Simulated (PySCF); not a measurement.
Compound: C6H9F.
Z-matrix (Å and degrees, PBE0-D3(BJ)/def2-SVP geometry), rows numbered from 1:
```
C 
C   1  1.5231
C   2  1.5443  1  111.53
C   3  1.5024  2  103.43  1   -95.27
C   4  1.3353  3  111.70  2   -14.97
C   5  1.4991  4  110.83  3    -1.30
F   6  1.3801  2  112.55  1   -27.16
H   1  1.1011  2  110.96  3    55.67
H   1  1.0983  2  111.21  3   175.49
H   1  1.1003  2  110.28  3   -64.18
H   2  1.1011  1  108.98  3   123.22
H   3  1.1054  2  111.42  1   146.44
H   3  1.1028  2  112.62  1    27.27
H   4  1.0929  3  123.19  2   167.17
H   5  1.0921  4  126.60  3  -177.67
H   6  1.1071  2  111.32  1  -146.13
```

Level: PBE0/pcSseg-1 in PySCF, non-relativistic, on one gas-phase PBE0-D3(BJ)/def2-SVP geometry that isn't relaxed in the solvent. The solvent is an IEF-PCM continuum (Bondi radii, 1.10 Å for H, scaled by 1.2). Specific hydrogen bonds and non-electrostatic terms are outside this model.

| run | E − E(gas) (kJ/mol) | HOMO (eV) | HOMO–LUMO gap (eV) | dipole (D) |
| --- | --- | --- | --- | --- |
| gas | 0.00 | -7.39 | 7.48 | 1.96 |
| P | -8.73 | -7.30 | 7.47 | 2.38 |
| Q | -12.00 | -7.28 | 7.47 | 2.56 |

Problem. The runs were made in chloroform and methanol. Which run belongs to which solvent?

Solution. P = chloroform, Q = methanol. The dielectric constants are 4.711 (chloroform), 32.61 (methanol), and the energy falls further as ε rises. In this model the ground state sees the solvent through ε alone.

Problem. How constant is the ratio of the lowering to (ε − 1)/(2ε + 1)?

Solution. 
| solvent | (ε − 1)/(2ε + 1) | E − E(gas) (kJ/mol) | ratio (kJ/mol) | polarisation term (kJ/mol) |
| --- | --- | --- | --- | --- |
| chloroform | 0.356 | -8.73 | -24.5 | -9.57 |
| methanol | 0.477 | -12.00 | -25.1 | -13.69 |

The ratio changes by +2.6 % in size from chloroform to methanol. The polarisation term is half the interaction of the solute with the induced surface charges.
